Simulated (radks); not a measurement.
Results of a calculation; reference values are marked as such.
Mean orbital radii <r> (bohr) of the tellurium ion Te37+, [Ne] 3s2 3p3, at several levels of relativity; Dirac values are averaged over j with weights 2j + 1. Spin-unpolarised spherical Kohn-Sham, PBE, point nucleus unless stated (finite: rms radius 4.7423 fm), a radial shooting solver on a logarithmic mesh with Libxc functionals. A level marked "c x" has the speed of light scaled by that factor and shares open shells by 2j + 1; other Dirac levels either fill j = l - 1/2 first or share by 2j + 1.

| shell | non-rel. | Dirac, 2j+1 shares | Dirac, c x 0.85 | Dirac, c x 1.5 | change of magnitude, last against first (%) |
|---|---|---|---|---|---|
| 1s | 0.02923 | 0.02780 | 0.02722 | 0.02861 | -2.13 |
| 2s | 0.1242 | 0.1178 | 0.1153 | 0.1214 | -2.24 |
| 2p | 0.1057 | 0.1029 | 0.1018 | 0.1045 | -1.16 |
| 3s | 0.2997 | 0.2885 | 0.2840 | 0.2948 | -1.63 |
| 3p | 0.2855 | 0.2799 | 0.2776 | 0.2830 | -0.87 |
| 3d (empty) | 0.2488 | 0.2475 | 0.2470 | 0.2482 | -0.23 |
| 4s (empty) | 0.5581 | 0.5422 | 0.5357 | 0.5512 | -1.24 |
